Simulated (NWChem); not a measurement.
System: C2H8OSi; SMILES O[C@H](C)[SiH3]

Input file for NWChem:

```
start job
memory heap 200 mb stack 900 mb global 1100 mb
geometry units angstroms noautoz
  C     -1.148890     1.275738     0.148048
  C      0.032068     0.500364    -0.403801
  O      1.210769     1.079371     0.137545
  Si    -0.029590    -1.356634     0.042876
  H     -1.050416     2.342502    -0.108010
  H     -2.099515     0.905073    -0.264388
  H     -1.190553     1.198399     1.245630
  H      0.021067     0.596239    -1.510237
  H      1.973675     0.673021    -0.286552
  H     -0.134005    -1.521464     1.523989
  H      1.244427    -1.994956    -0.419869
  H     -1.178353    -2.055630    -0.615806
end
basis spherical
  * library def2-svp
end
dft
  xc xpbe96 cpbe96
  grid xcoarse
  iterations 150
  mulliken
end
task dft gradient
```

Output (shortened):

```
             Northwest Computational Chemistry Package (NWChem) 7.3.0
             --------------------------------------------------------

 C1  symmetry detected

                             Geometry "geometry" -> ""
                             -------------------------

 Output coordinates in angstroms (scale by  1.889725989 to convert to a.u.)

  No.       Tag          Charge          X              Y              Z
 ---- ---------------- ---------- -------------- -------------- --------------
    1 C                    6.0000    -1.16143373     1.26043763     0.12476497
    2 C                    6.0000     0.03515587     0.48889450    -0.39801461
    3 O                    8.0000     1.19870348     1.07464402     0.16828486
    4 Si                  14.0000    -0.02838750    -1.36715358     0.05233124
    5 H                    1.0000    -1.06190571     2.32694062    -0.13197190
    6 H                    1.0000    -2.10081189     0.88439844    -0.30807113
    7 H                    1.0000    -1.22762871     1.18586470     1.22133256
    8 H                    1.0000     0.04881954     0.58174281    -1.50467904
    9 H                    1.0000     1.97282147     0.67058567    -0.23727935
   10 H                    1.0000    -0.16562605    -1.52846660     1.53115200
   11 H                    1.0000     1.25860890    -2.00098893    -0.37964124
   12 H                    1.0000    -1.15881322    -2.07307158    -0.63026035

 Effective nuclear repulsion energy (a.u.)     174.4886403102

  pbe96 is a nonlocal functional; adding pw91lda local functional.

                                 NWChem DFT Module
                                 -----------------

 Summary of "ao basis" -> "ao basis" (spherical)
 ------------------------------------------------------------------------------
       Tag                 Description            Shells   Functions and Types
 ---------------- ------------------------------  ------  ---------------------
 C                          def2-svp                 6       14   3s2p1d
 O                          def2-svp                 6       14   3s2p1d
 Si                         def2-svp                 8       18   4s3p1d
 H                          def2-svp                 3        5   2s1p

            General Information
            -------------------
          SCF calculation type: DFT
          Wavefunction type:  closed shell.
          No. of atoms     :    12
          No. of electrons :    42
           Alpha electrons :    21
            Beta electrons :    21
          Charge           :     0
          Spin multiplicity:     1
          Use of symmetry is: off; symmetry adaption is: off
          Maximum number of iterations: 150
          AO basis - number of functions:   100
                     number of shells:    50
          Convergence on energy requested:  1.00D-06
          Convergence on density requested:  1.00D-05
          Convergence on gradient requested:  5.00D-04

              XC Information
              --------------
          PerdewBurkeErnzerhof Exchange Functional  1.000
            Perdew 1991 LDA Correlation Functional  1.000 local
           PerdewBurkeErnz. Correlation Functional  1.000 non-local

             Grid Information
             ----------------
          Grid used for XC integration:  xcoarse
          Radial quadrature: Mura-Knowles
          Angular quadrature: Lebedev.
          Tag              B.-S. Rad. Rad. Pts. Rad. Cut. Ang. Pts.
          ---              ---------- --------- --------- ---------
          C                   0.70       21          10.0       194
          O                   0.60       21          10.0       194
          Si                  1.10       42          10.0       194
          H                   0.35       21          11.0       194
          Grid pruning is: on
          Number of quadrature shells:   273
          Spatial weights used:  Erf1

      Superposition of Atomic Density Guess
      -------------------------------------

 Sum of atomic energies:        -442.67355132

      Non-variational initial energy
      ------------------------------

 Total energy =    -444.748821
 1-e energy   =    -954.734071
 2-e energy   =     335.496610
 HOMO         =      -0.298101
 LUMO         =       0.070279

     ---------------------------------------------
      Total Density - Mulliken Population Analysis
     ---------------------------------------------

    Atom       Charge   Shell Charges
 -----------   ------   -------------------------------------------------------
    1 C    6     6.25   1.99  0.96  0.19  2.06  1.03  0.02
    2 C    6     6.05   1.99  0.94  0.30  1.81  0.95  0.06
    3 O    8     8.60   1.99  1.10  0.65  3.01  1.85  0.01
    4 Si  14    13.60   2.00  1.99  1.02  0.29  5.94  1.14  1.09  0.13
    5 H    1     0.90   0.67  0.20  0.02
    6 H    1     0.89   0.66  0.20  0.02
    7 H    1     0.90   0.67  0.21  0.02
    8 H    1     0.91   0.69  0.20  0.02
    9 H    1     0.67   0.54  0.07  0.06
   10 H    1     1.07   0.70  0.37  0.01
   11 H    1     1.07   0.70  0.37  0.01
   12 H    1     1.07   0.69  0.37  0.01

   convergence    iter        energy       DeltaE   RMS-Dens  Diis-err
 ---------------- ----- ----------------- --------- --------- ---------
 d= 0,ls=0.0,diis     1   -445.0981296670 -6.20D+02  1.54D-02  5.50D-01
 d= 0,ls=0.0,diis     2   -445.0503667492  4.78D-02  1.02D-02  1.07D+00
 d= 0,ls=0.0,diis     3   -445.1506187924 -1.00D-01  2.00D-03  8.41D-02
 d= 0,ls=0.0,diis     4   -445.1580904928 -7.47D-03  6.32D-04  3.49D-03
 d= 0,ls=0.0,diis     5   -445.1584582786 -3.68D-04  2.06D-04  5.56D-04
  Resetting Diis
 d= 0,ls=0.0,diis     6   -445.1585296799 -7.14D-05  4.84D-05  1.79D-05
 d= 0,ls=0.0,diis     7   -445.1585318806 -2.20D-06  3.04D-05  2.20D-06
 d= 0,ls=0.0,diis     8   -445.1585314592  4.21D-07  1.84D-05  5.33D-06
 d= 0,ls=0.0,diis     9   -445.1585321904 -7.31D-07  2.48D-06  5.03D-08

         Total DFT energy =     -445.158532190419
      One electron energy =     -958.763104400985
           Coulomb energy =      382.058525784295
    Exchange-Corr. energy =      -42.942593883916
 Nuclear repulsion energy =      174.488640310186

 Numeric. integr. density =       42.001240559532

                       DFT Final Molecular Orbital Analysis
                       ------------------------------------

 Vector   19  Occ=2.000000D+00  E=-2.961785D-01
              MO Center= -9.2D-02, -9.2D-01, -1.4D-01, r^2= 4.2D+00
   Bfn.  Coefficient  Atom+Function         Bfn.  Coefficient  Atom+Function
  ----- ------------  ---------------      ----- ------------  ---------------
    96      0.278468  12 H  s                91     -0.250831  11 H  s
    50     -0.220932   4 Si px               33     -0.187763   3 O  py
    97      0.170433  12 H  s                61      0.156645   5 H  s
    92     -0.151123  11 H  s                 5      0.149939   1 C  py
    53     -0.139838   4 Si px               36     -0.129567   3 O  py

 Vector   20  Occ=2.000000D+00  E=-2.785574D-01
              MO Center=  4.6D-01,  5.8D-01, -3.0D-02, r^2= 2.9D+00
   Bfn.  Coefficient  Atom+Function         Bfn.  Coefficient  Atom+Function
  ----- ------------  ---------------      ----- ------------  ---------------
    34      0.382570   3 O  pz               37      0.251555   3 O  pz
    19     -0.240140   2 C  py               31      0.220426   3 O  s
     3     -0.180948   1 C  s                76      0.177791   8 H  s
    20     -0.175482   2 C  pz               81     -0.167758   9 H  s
     5      0.162313   1 C  py               33      0.162481   3 O  py

 Vector   21  Occ=2.000000D+00  E=-2.073734D-01
              MO Center=  6.1D-01,  5.4D-01, -7.0D-02, r^2= 2.5D+00
   Bfn.  Coefficient  Atom+Function         Bfn.  Coefficient  Atom+Function
  ----- ------------  ---------------      ----- ------------  ---------------
    33      0.391619   3 O  py               34     -0.328103   3 O  pz
    36      0.309379   3 O  py               37     -0.247972   3 O  pz
    19     -0.227986   2 C  py               45      0.222396   4 Si s
    51      0.210514   4 Si py               76     -0.196577   8 H  s
    17      0.191524   2 C  s                77     -0.158267   8 H  s

[...]

                         DFT ENERGY GRADIENTS

    atom               coordinates                        gradient
                 x          y          z           x          y          z
   1 C      -2.194792   2.381882   0.235772   -0.002318   0.002004   0.001123
   2 C       0.066435   0.923877  -0.752139    0.002007  -0.000039  -0.000679
   3 O       2.265221   2.030783   0.318012    0.002993  -0.008332  -0.007801
   4 Si     -0.053645  -2.583546   0.098892    0.000487   0.003104  -0.000485
   5 H      -2.006711   4.397280  -0.249391   -0.000350  -0.005612   0.001220
   6 H      -3.969959   1.671271  -0.582170    0.004814   0.001636   0.001997
   7 H      -2.319882   2.240959   2.307984    0.000554   0.000113  -0.005555
   8 H       0.092256   1.099335  -2.843431    0.000614   0.000015   0.006079
   9 H       3.728092   1.267223  -0.448393   -0.008940   0.004946   0.004307
  10 H      -0.312988  -2.888383   2.893458   -0.000118   0.000259  -0.000761
  11 H       2.378426  -3.781321  -0.717418   -0.000602   0.000601   0.000141
  12 H      -2.189839  -3.917537  -1.191019    0.000861   0.001306   0.000415
```

Level: PBE/def2-SVP. Geometry: optimised at PBE0/def2-SVP.
